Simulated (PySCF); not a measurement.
Job file and geometry (Å, from GFN2-xTB) of an NMR shielding run on `C[SiH2]C[C@H]([SiH3])C(C)=O`, C5H14OSi2, GIAO PBE0/pcSseg-1 NMR shielding, non-relativistic, gas phase in PySCF; density fitting, a coarse starting grid and PySCF grid level 2 are the driver's defaults:

```
$ OMP_NUM_THREADS=1 python probes_run.py task.json out

{"job": {"kind": "nmr", "xc": "PBE0", "basis": "pcSseg-1"}, "charge": 0, "multiplicity": 1}
C      3.547055    -0.541864    -0.034345
Si     1.784459    -0.498222    -0.729015
C      0.691310     0.570430     0.407672
C     -0.774363     0.542373    -0.024786
Si    -1.794772     1.773560     1.040985
C     -1.386234    -0.801468     0.183618
C     -2.466239    -1.175187    -0.804943
O     -1.061798    -1.536565     1.088839
H      3.575509    -1.031242     0.934598
H      3.954878     0.457173     0.088181
H      4.209608    -1.088077    -0.697707
H      1.243307    -1.854298    -0.853670
H      1.782694     0.124595    -2.065446
H      1.051431     1.601177     0.416806
H      0.755466     0.204480     1.432847
H     -0.865173     0.826785    -1.075648
H     -1.211838     3.099718     0.829710
H     -1.704010     1.387140     2.444174
H     -3.188969     1.768458     0.591062
H     -1.988920    -1.452407    -1.744174
H     -3.036759    -2.024697    -0.437728
H     -3.127053    -0.332476    -0.991879
```

Task: Write the output of this run.

Result: 
```
coarse grid: 18448 points
cycle   1  E = -852.3358198589  dE =  6.261e-01  |g| = 8.541e-01  |ddm| = 4.060e+00
cycle   2  E = -851.9427295128  dE =  3.931e-01  |g| = 1.646e+00  |ddm| = 2.756e+00
cycle   3  E = -852.4790962094  dE = -5.364e-01  |g| = 2.263e-01  |ddm| = 2.207e+00
cycle   4  E = -852.4902266334  dE = -1.113e-02  |g| = 6.135e-02  |ddm| = 2.338e-01
cycle   5  E = -852.4910830396  dE = -8.564e-04  |g| = 1.412e-02  |ddm| = 6.537e-02
cycle   6  E = -852.4911276981  dE = -4.466e-05  |g| = 4.855e-03  |ddm| = 1.751e-02
cycle   7  E = -852.4911331313  dE = -5.433e-06  |g| = 1.007e-03  |ddm| = 5.238e-03
final grid: 166312 points
cycle   8  E = -852.5477120106  dE = -2.484e-05  |g| = 1.356e-02  |ddm| = 3.099e-02
cycle   9  E = -852.5476250910  dE =  8.692e-05  |g| = 2.525e-02  |ddm| = 3.063e-02
cycle  10  E = -852.5477482108  dE = -1.231e-04  |g| = 2.836e-03  |ddm| = 2.175e-02
cycle  11  E = -852.5477499534  dE = -1.743e-06  |g| = 2.058e-04  |ddm| = 2.567e-03
cycle  12  E = -852.5477499614  dE = -8.089e-09  |g| = 8.723e-05  |ddm| = 3.101e-04
cycle  13  E = -852.5477499631  dE = -1.693e-09  |g| = 2.648e-05  |ddm| = 1.025e-04
cycle  14  E = -852.5477499633  dE = -1.694e-10  |g| = 5.420e-06  |ddm| = 2.709e-05
converged SCF energy = -852.5477499633

GIAO shielding tensors (ppm)
atom      isotropic    diamagn.    paramagn.     s11        s22        s33       span
  0 C      193.702     252.260     -58.558    191.005    191.496    198.605      7.601
  1 Si     391.455     882.141    -490.686    353.405    381.393    439.565     86.160
  2 C      174.258     254.739     -80.481    159.844    169.615    193.314     33.469
  3 C      146.796     259.387    -112.592    120.350    141.826    178.210     57.860
  4 Si     402.637     881.071    -478.435    361.304    382.786    463.820    102.515
  5 C      -27.131     251.090    -278.221   -114.496    -69.917    103.018    217.514
  6 C      153.118     253.315    -100.198    130.429    137.934    190.989     60.560
  7 O     -317.724     404.935    -722.659   -903.858   -417.564    368.249   1272.107
  8 H       31.531      30.724       0.807     26.699     29.517     38.376     11.677
  9 H       31.637      30.121       1.516     26.926     29.584     38.400     11.475
 10 H       31.660      27.749       3.911     26.775     28.180     40.025     13.250
 11 H       27.783      31.641      -3.858     23.711     28.395     31.244      7.533
 12 H       27.761      31.410      -3.648     23.984     26.975     32.325      8.342
 13 H       31.126      34.719      -3.593     25.478     31.296     36.603     11.124
 14 H       30.132      35.183      -5.052     26.003     29.555     34.837      8.834
 15 H       29.258      36.823      -7.565     25.659     29.638     32.479      6.820
 16 H       27.806      29.956      -2.150     24.617     25.938     32.862      8.245
 17 H       28.016      29.884      -1.868     24.565     26.735     32.747      8.182
 18 H       27.561      29.617      -2.055     23.659     26.260     32.765      9.106
 19 H       29.662      31.125      -1.463     26.606     29.148     33.232      6.626
 20 H       29.729      29.110       0.619     26.288     27.467     35.433      9.145
 21 H       29.213      30.956      -1.742     25.563     30.150     31.927      6.364
```

Task: Turn these shieldings into chemical shifts. Chemical shifts δ = σref − σ; TMS for 13C (σref 186.93) and 29Si (σref 349.16) and 1H (σref 31.72); 17O (σref 336.08) vs H2O, all at this level.

Result: Averaging equivalent atoms: C 5: 214.1; C 3: 40.1; C 6: 33.8; C 2: 12.7; C 0: -6.8; Si 1: -42.3; Si 4: -53.5; O 7: 653.8; H 12: 3.96; H 11: 3.93; H 16/17/18: 3.92; H 15: 2.46; H 19/20/21: 2.18; H 14: 1.59; H 13: 0.59; H 8/9/10: 0.11 ppm. Unscaled 17O shifts of doubly bonded oxygen tend to come out too high, by tens of ppm or more. Experimental scales use liquid or dissolved standards, which lie at an offset from isolated H2O (liquid H2O: subtract about 36 ppm).

Size and cost of the density-fitted run: 220 basis functions, 110 s wall time on 1 thread of an Arm Neoverse N1, shared host; peak memory 1.1 GiB.
